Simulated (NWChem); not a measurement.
Molecule: C3H4N2; SMILES C/C=N/C#N

**Question.** Give the equilibrium geometry at PBE0/def2-SVP (NWChem) as an XYZ file, with the point group.

**Answer.** point group Cs; any orientation.
```
9

C     -0.1246    -2.2505     0.0000
C      0.3414    -0.8455     0.0000
N     -0.4804     0.1343     0.0000
C     -0.0497     1.3949     0.0000
N      0.2215     2.5266     0.0000
H      0.2729    -2.7792    -0.8824
H      0.2729    -2.7792     0.8824
H     -1.2209    -2.2979     0.0000
H      1.4336    -0.6732     0.0000
```
